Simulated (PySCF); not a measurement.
C₄H₄ClF, SMILES C=C(F)/C=C\Cl. Geometry: B3LYP-D3(BJ)/def2-SVP. The structure was generated by enumeration; whether it is a known compound was not checked. The values are those of a single conformer.

Computed equilibrium geometry at B3LYP-D3(BJ)/def2-SVP (PySCF confirms it by a frequency run) as a Z-matrix, and its point group (one conformer of several):
point group Cs.
```
C
C 1 1.3438
H 2 1.0917 1 120.37
H 1 1.0933 2 115.59 3 0.00
C 1 1.4554 4 114.35 2 180.00
F 5 1.3407 1 116.10 4 180.00
C 5 1.3411 6 119.31 1 180.00
H 7 1.0897 5 120.31 6 180.00
H 7 1.0906 8 119.25 5 180.00
Cl 2 1.7299 3 112.54 1 180.00
```
